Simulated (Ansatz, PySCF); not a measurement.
C₃H₇BO₂, SMILES OB1CC(O)C1. Atoms are numbered in the order given.

```xyz
13

O      2.2284     0.9556     0.2282
B      1.0036     0.4236     0.0253
C     -0.4416     1.0561     0.1110
C     -0.8992    -0.4156     0.3581
O     -2.0418    -0.8748    -0.3236
C      0.4121    -1.0340    -0.1814
H      2.9333     0.2964     0.1756
H     -0.7256     1.8355     0.8349
H     -0.7805     1.3574    -0.8978
H     -0.9801    -0.6025     1.4504
H     -2.7931    -0.3526    -0.0114
H      0.2615    -1.2308    -1.2595
H      0.7946    -1.9518     0.2918
```

Coordinates come from a r2SCAN-D4/def2-SVP optimisation. The structure was generated by enumeration, and PubChem lists no compound with its InChIKey, so it may never have been made. The values are those of a single conformer.

Two levels are set side by side: PBE-D3(BJ)/def2-SVP (Ansatz, an electronic-structure program) and r2SCAN-D4/def2-SVP (Ansatz). Each level has its own optimised geometry; the coordinates shown are those of the second. Frequencies come from the Hessian of PySCF at each geometry. Differences are taken from unrounded values.

| quantity | r2SCAN-D4 |
|---|---|
| mean bond length (Å) | 1.269 |
| bond O1–B2 (Å) | 1.351 |
| bond B2–C3 (Å) | 1.580 |
| bond B2–C6 (Å) | 1.587 |
| bond C3–C4 (Å) | 1.561 |
| bond C4–O5 (Å) | 1.408 |
| bond C4–C6 (Å) | 1.547 |
| bond O1–H7 (Å) | 0.967 |
| bond C3–H8 (Å) | 1.101 |
| bond C3–H9 (Å) | 1.106 |
| bond C4–H10 (Å) | 1.111 |
| bond O5–H11 (Å) | 0.967 |
| bond C6–H12 (Å) | 1.106 |
| bond C6–H13 (Å) | 1.101 |
| highest harmonic wavenumber (cm⁻¹) | 3833 |
| mean harmonic wavenumber (cm⁻¹) | 1387 |
| zero-point energy (kcal/mol) | 65.44 |

### Question
What does PBE-D3(BJ) give, and how far is it from r2SCAN-D4? (Estimate from the structure and the level; the computed values follow.)

### Answer

```json
[
 {"quantity": "mean bond length (Å)", "PBE-D3(BJ)": "1.275", "PBE-D3(BJ) minus r2SCAN-D4": "0.007"},
 {"quantity": "bond O1–B2 (Å)", "PBE-D3(BJ)": "1.358", "PBE-D3(BJ) minus r2SCAN-D4": "0.007"},
 {"quantity": "bond B2–C3 (Å)", "PBE-D3(BJ)": "1.585", "PBE-D3(BJ) minus r2SCAN-D4": "0.005"},
 {"quantity": "bond B2–C6 (Å)", "PBE-D3(BJ)": "1.591", "PBE-D3(BJ) minus r2SCAN-D4": "0.004"},
 {"quantity": "bond C3–C4 (Å)", "PBE-D3(BJ)": "1.567", "PBE-D3(BJ) minus r2SCAN-D4": "0.006"},
 {"quantity": "bond C4–O5 (Å)", "PBE-D3(BJ)": "1.413", "PBE-D3(BJ) minus r2SCAN-D4": "0.005"},
 {"quantity": "bond C4–C6 (Å)", "PBE-D3(BJ)": "1.553", "PBE-D3(BJ) minus r2SCAN-D4": "0.006"},
 {"quantity": "bond O1–H7 (Å)", "PBE-D3(BJ)": "0.975", "PBE-D3(BJ) minus r2SCAN-D4": "0.009"},
 {"quantity": "bond C3–H8 (Å)", "PBE-D3(BJ)": "1.108", "PBE-D3(BJ) minus r2SCAN-D4": "0.007"},
 {"quantity": "bond C3–H9 (Å)", "PBE-D3(BJ)": "1.113", "PBE-D3(BJ) minus r2SCAN-D4": "0.007"},
 {"quantity": "bond C4–H10 (Å)", "PBE-D3(BJ)": "1.119", "PBE-D3(BJ) minus r2SCAN-D4": "0.008"},
 {"quantity": "bond O5–H11 (Å)", "PBE-D3(BJ)": "0.975", "PBE-D3(BJ) minus r2SCAN-D4": "0.009"},
 {"quantity": "bond C6–H12 (Å)", "PBE-D3(BJ)": "1.113", "PBE-D3(BJ) minus r2SCAN-D4": "0.007"},
 {"quantity": "bond C6–H13 (Å)", "PBE-D3(BJ)": "1.108", "PBE-D3(BJ) minus r2SCAN-D4": "0.007"},
 {"quantity": "highest harmonic wavenumber (cm⁻¹)", "PBE-D3(BJ)": "3712", "PBE-D3(BJ) minus r2SCAN-D4": "-120"},
 {"quantity": "mean harmonic wavenumber (cm⁻¹)", "PBE-D3(BJ)": "1352", "PBE-D3(BJ) minus r2SCAN-D4": "-35"},
 {"quantity": "zero-point energy (kcal/mol)", "PBE-D3(BJ)": "63.80", "PBE-D3(BJ) minus r2SCAN-D4": "-1.64"}
]
```
